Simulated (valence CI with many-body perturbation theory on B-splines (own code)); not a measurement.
A CI+MBPT run for Gd57+

Calculated by valence CI with perturbative core correlation (CI+MBPT): five valence electrons over a frozen Dirac-Fock core [He], radial functions for each j: 6 s, 6 p, 5 d, 3 f, 1 g, with the one-electron correlation potential Σ1 (screened to all orders), the two-electron term Σ2, the three-electron term Σ3, Breit, model QED; selected single and double excitations, second order for the rest, scaled by the run's own slope (own B-spline code, finite nucleus).

Command, and the settings that its task file holds:

```sh
python run_cv.py task.json out
```

```
atom Gd  Z=64  mass_number=158  rms_radius_fm=5.1569
core [He]
valence 2s2 2p3
avg = 1
basis = S
breit = 1
cap = 10000
capref = 1200
cscale = 1
de = 0.0
dress = 0
eps = 2e-08
extrap = 1
h = 0.27
hh = 1
l2 = 3
lcore = 6
maxit = 60
n2 = 5
natural = 0
nlev = 21
nno = [3, 3, 3, 2, 1]
nroot = 26
nsp = [3, 3, 2, 1, 0]
pt2 = 1
qed = 1
rpa = 1
s1 = 1
s2 = 1
s3 = 1
screen = 1
tol = 2e-05
whole = 1
```

It took 11 s on 1 thread of Arm Neoverse V2, on a shared host.

Log. The first blocks belong to the next ion, which gives the ionisation energy. Fields: 2J, parity (1 odd), roots, reference size, generating configurations, candidates as configurations/state functions, variational space P, stored matrix elements, Davidson steps; e2 is the range of second-order energies in hartree. The first line gives the box (bohr), its intervals, the orbitals and the steps of their self-consistent field. Window is the range of levels sought, series limit the energy at which the first omitted orbital would enter, core excitation an estimate of the first excitation out of the core, left out the lowest levels not solved, and shifts from estimates the range by which levels moved from their first estimate, all in cm⁻¹.

```
rmax 1.0 intervals 53 orbitals 36 references ['2s2 2p3', '2s 2p4', '2p5'] scf 3 t 0.3
2J=0 par=0 roots 2 ref 28 generators 4 cand 1153/1578 P 715/1000 nnz 0 it 0
2J=0 par=0 roots 2 ref 28 generators 4 cand 464/606 P 857/1215 nnz 0 it 0
   second order: generators 6 cand 1194/1865 e2 -0.00001 -0.00000
reference levels 430, estimated 332, window 58601111 1/cm; series limit 74095784, core excitation 346099510
2J=3 par=1 roots 12 ref 68 generators 13 cand 7454/55145 P 1242/5184 nnz 2.8e+06 it 5
2J=3 par=1 roots 12 ref 68 generators 19 cand 7283/55058 P 2233/9994 nnz 7.5e+06 it 6
   second order: generators 21 cand 6684/53255 e2 -0.00182 -0.00017
2J=5 par=1 roots 6 ref 53 generators 9 cand 7083/61956 P 1051/4379 nnz 2.2e+06 it 4
2J=5 par=1 roots 6 ref 53 generators 16 cand 7636/67862 P 2066/9997 nnz 8.5e+06 it 5
   second order: generators 18 cand 7397/66551 e2 -0.00089 -0.00038
2J=1 par=1 roots 8 ref 45 generators 11 cand 6771/31074 P 1263/3786 nnz 1.4e+06 it 5
2J=1 par=1 roots 8 ref 45 generators 17 cand 6618/31409 P 2944/9994 nnz 6.9e+06 it 8
   second order: generators 21 cand 6693/33660 e2 -0.00039 -0.00006
2J=5 par=0 roots 6 ref 60 generators 10 cand 7283/62305 P 1156/4393 nnz 2.2e+06 it 4
2J=5 par=0 roots 6 ref 60 generators 17 cand 7608/68295 P 2239/9991 nnz 8.3e+06 it 5
   second order: generators 19 cand 6943/63559 e2 -0.00084 -0.00024
2J=1 par=0 roots 6 ref 53 generators 8 cand 4492/17596 P 1346/3984 nnz 1.5e+06 it 4
2J=1 par=0 roots 6 ref 53 generators 15 cand 6563/31251 P 2900/10000 nnz 7.4e+06 it 5
   second order: generators 15 cand 5009/25235 e2 -0.00014 -0.00001
2J=3 par=0 roots 8 ref 72 generators 9 cand 6267/44000 P 1231/5179 nnz 2.8e+06 it 5
2J=3 par=0 roots 8 ref 72 generators 17 cand 7454/55375 P 2205/9994 nnz 8.1e+06 it 7
   second order: generators 17 cand 6480/50560 e2 -0.00110 -0.00024
2J=7 par=1 roots 2 ref 30 generators 4 cand 4674/44017 P 918/3538 nnz 1.5e+06 it 4
2J=7 par=1 roots 2 ref 30 generators 9 cand 5969/56182 P 2010/9979 nnz 9.4e+06 it 5
   second order: generators 9 cand 4877/49741 e2 -0.00029 -0.00022
2J=7 par=0 roots 1 ref 27 generators 2 cand 2644/27630 P 947/3521 nnz 1.5e+06 it 4
2J=7 par=0 roots 1 ref 27 generators 5 cand 4547/43511 P 1763/9997 nnz 1.1e+07 it 5
   second order: generators 6 cand 4622/43322 e2 -0.00006 -0.00006
2J=9 par=0 roots 1 ref 8 generators 1 cand 1420/13615 P 948/3509 nnz 1.5e+06 it 4
2J=9 par=0 roots 1 ref 8 generators 3 cand 1950/18290 P 1558/8645 nnz 1e+07 it 4
   second order: generators 4 cand 2309/22821 e2 -0.00002 -0.00002
2J=9 par=1 roots 1 ref 11 generators 2 cand 2100/19012 P 834/3514 nnz 1.6e+06 it 4
2J=9 par=1 roots 1 ref 11 generators 3 cand 2036/18374 P 1433/8300 nnz 9.5e+06 it 4
   second order: generators 3 cand 1437/13588 e2 -0.00002 -0.00002
left out: unestimated 80620292, estimated 61789735, shifts from estimates -1 to 41
operators 0.1
```

The Davidson iterations converged.

No measured spectrum was set against this ion. As an estimate, large intervals hold to a few tenths of a per cent, small ones and those within an open d or f shell to about a per cent.

```yaml
Valence_energy: -2463.075 hartree
Ionisation_energy: "12147 eV (NIST: 12147 ± 6 eV (theoretical))"
Reference_configurations_for_the_orbitals: 2s2 2p3, 2s 2p4, 2p5
Radial_orbitals: 36
Box_radius: 1.006 bohr
Largest_variational_space: 10000
Lowest_levels: (2s^2 2p1/2^2 2p3/2) J=3/2 0.00, (2s^2 2p1/2 2p3/2^2) J=3/2 51.95, (2s^2 2p1/2 2p3/2^2) J=5/2 53.60, (2s^2 2p1/2 2p3/2^2) J=1/2 56.63, (2s 2p1/2^2 2p3/2^2) J=5/2 72.38, (2s 2p1/2^2 2p3/2^2) J=1/2 78.80, (2s 2p1/2^2 2p3/2^2) J=3/2 78.91, (2s^2 2p3/2^3) J=3/2 108.71, (2s 2p1/2 2p3/2^3) J=3/2 [a] 126.05, (2s 2p1/2 2p3/2^3) J=5/2 128.83, (2s 2p1/2 2p3/2^3) J=1/2 132.52, (2s 2p1/2 2p3/2^3) J=3/2 [b] 133.26, (2p1/2^2 2p3/2^3) J=3/2 155.83, (2s 2p3/2^4) J=1/2 185.73 Ry
```

Levels are named by their leading jj configuration (3d3/2^4 stands for four electrons in 3d with j = 3/2), which in mixed levels can hold well under half, so a name can repeat and another be missing. Letters in brackets count levels of one name in rising energy.
